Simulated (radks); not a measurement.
Valence configurations of neutral hafnium (all share [Xe]). All-electron calculation, Dirac Kohn-Sham, PBE, spin-unpolarised, spherical densities, finite nucleus; open shells fill j = l - 1/2 first; Fermi nuclear charge, rms radius 5.347 fm. Program: a radial shooting solver on a logarithmic mesh with Libxc functionals. Energies are relative to 4f14 5d2 6s2; eigenvalues in eV.

valence	E (eV)	e(4f5/2)	e(4f7/2)	e(5d3/2)	e(6p1/2)	e(6s1/2)
4f14 5d2 6s2	0.000	-17.472	-15.728	-2.821	-	-5.032
4f14 5d1.5 6s2 6p0.5	0.741	-19.060	-17.316	-3.872	-2.075	-5.688
4f14 5d1 6s2 6p1	1.808	-20.772	-19.027	-4.989	-2.505	-6.347
4f14 5d3 6s1	2.414	-15.991	-14.248	-2.033	-	-4.623
4f14 5d2 6s1 6p1	3.474	-18.708	-16.964	-3.823	-2.218	-5.770
4f13.5 5d1 6s2 6p1.5	11.370	-26.543	-24.756	-6.868	-2.979	-7.181
4f13 5d3 6s2	16.133	-25.136	-23.311	-3.856	-	-5.246
4f13 5d2 6s2 6p1	19.080	-28.732	-26.905	-6.306	-2.581	-6.660
4f13 5d3 6s1 6p1	19.814	-26.394	-24.568	-4.930	-2.256	-6.021
4f12 5d3 6s1 6p2	47.540	-38.410	-36.500	-8.613	-3.148	-7.573

NIST lists [Xe] 4f14 5d2 6s2 as the ground configuration; this level of theory agrees among the configurations tried. The energies are those of spherical spin-averaged densities, not of single terms.
